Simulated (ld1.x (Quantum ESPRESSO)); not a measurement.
**Plane-wave convergence, TM potential for zirconium**

* Element: Zr (Z = 40)
* Generator: ld1.x (Quantum ESPRESSO) 7.5
* Type: norm-conserving Troullier–Martins (Kleinman–Bylander form)
* Functional: PBE
* Relativity: scalar-relativistic
* Frozen core: [Ar] 3d10
* Valence charge: 12
* Reference configuration: 4s2 4p6 4d2 5s2 5p0
* Partial waves: 4p (bound): rc 1.95 bohr; 4d (bound): rc 2.40 bohr; 4s (bound): rc 1.65 bohr
* Local potential: the s channel
* Core correction: none

Occupied shells without a wave of their own: 5s. They enter only through the test configuration that unscreens the potential.

The pseudo-atom Hamiltonian at the reference potential is diagonalised in spherical Bessel functions j_l(qr) that vanish at 20 bohr, with q² up to the cutoff. All-electron valence levels (Ry): 4p -2.3859, 5p -0.1080, 4d -0.2645, 4s -4.0060, 5s -0.3263.

Question: How do the lowest levels (Ry) of each channel move with the cutoff, and are there ghosts?

Answer:

```json
{"cutoff (Ry)": "8", "p #1": "-2.0920", "p #2": "-0.0839", "d #1": "-0.1035", "d #2": "0.0575", "s #1": "-3.8162", "s #2": "-0.3375", "s #3": "-0.0011", "f #1": "0.1010", "f #2": "0.2136", "Σ f·Δε (mRy)": "2496.3"}
{"cutoff (Ry)": "12", "p #1": "-2.3254", "p #2": "-0.1029", "d #1": "-0.1922", "d #2": "0.0517", "s #1": "-3.8487", "s #2": "-0.3398", "s #3": "-0.0015", "f #1": "0.1010", "f #2": "0.2136", "Σ f·Δε (mRy)": "848.8"}
{"cutoff (Ry)": "15", "p #1": "-2.3742", "p #2": "-0.1099", "d #1": "-0.2231", "d #2": "0.0504", "s #1": "-3.8886", "s #2": "-0.3409", "s #3": "-0.0016", "f #1": "0.1010", "f #2": "0.2135", "Σ f·Δε (mRy)": "412.7"}
{"cutoff (Ry)": "21", "p #1": "-2.3843", "p #2": "-0.1138", "d #1": "-0.2584", "d #2": "0.0489", "s #1": "-3.9749", "s #2": "-0.3477", "s #3": "-0.0024", "f #1": "0.1010", "f #2": "0.2135", "Σ f·Δε (mRy)": "94.9"}
{"cutoff (Ry)": "25", "p #1": "-2.3845", "p #2": "-0.1147", "d #1": "-0.2623", "d #2": "0.0487", "s #1": "-3.9899", "s #2": "-0.3500", "s #3": "-0.0027", "f #1": "0.1010", "f #2": "0.2135", "Σ f·Δε (mRy)": "51.4"}
{"cutoff (Ry)": "35", "p #1": "-2.3856", "p #2": "-0.1150", "d #1": "-0.2645", "d #2": "0.0486", "s #1": "-3.9973", "s #2": "-0.3526", "s #3": "-0.0031", "f #1": "0.1010", "f #2": "0.2135", "Σ f·Δε (mRy)": "20.5"}
{"cutoff (Ry)": "45", "p #1": "-2.3859", "p #2": "-0.1150", "d #1": "-0.2645", "d #2": "0.0485", "s #1": "-4.0004", "s #2": "-0.3527", "s #3": "-0.0031", "f #1": "0.1010", "f #2": "0.2135", "Σ f·Δε (mRy)": "12.4"}
{"cutoff (Ry)": "50", "p #1": "-2.3859", "p #2": "-0.1151", "d #1": "-0.2645", "d #2": "0.0485", "s #1": "-4.0033", "s #2": "-0.3528", "s #3": "-0.0031", "f #1": "0.1010", "f #2": "0.2135", "Σ f·Δε (mRy)": "6.4"}
{"cutoff (Ry)": "60", "p #1": "-2.3859", "p #2": "-0.1151", "d #1": "-0.2645", "d #2": "0.0485", "s #1": "-4.0053", "s #2": "-0.3530", "s #3": "-0.0032", "f #1": "0.1010", "f #2": "0.2135", "Σ f·Δε (mRy)": "1.7"}
{"cutoff (Ry)": "70", "p #1": "-2.3859", "p #2": "-0.1152", "d #1": "-0.2645", "d #2": "0.0485", "s #1": "-4.0057", "s #2": "-0.3532", "s #3": "-0.0032", "f #1": "0.1010", "f #2": "0.2135", "Σ f·Δε (mRy)": "0.7"}
{"cutoff (Ry)": "90", "p #1": "-2.3859", "p #2": "-0.1152", "d #1": "-0.2645", "d #2": "0.0485", "s #1": "-4.0058", "s #2": "-0.3532", "s #3": "-0.0032", "f #1": "0.1010", "f #2": "0.2135", "Σ f·Δε (mRy)": "0.4"}
{"cutoff (Ry)": "400", "p #1": "-2.3859", "p #2": "-0.1152", "d #1": "-0.2645", "d #2": "0.0485", "s #1": "-4.0060", "s #2": "-0.3532", "s #3": "-0.0032", "f #1": "0.1010", "f #2": "0.2135", "Σ f·Δε (mRy)": "0.0"}
```

Result: no extra level below or beside the all-electron valence levels (p, d, s, f tested); 10 mRy is reached at 50 Ry and 1 mRy at 70 Ry.

The potential misses its own reference levels by up to 0.4 eV. Its largest configuration-test error is -1771 meV.
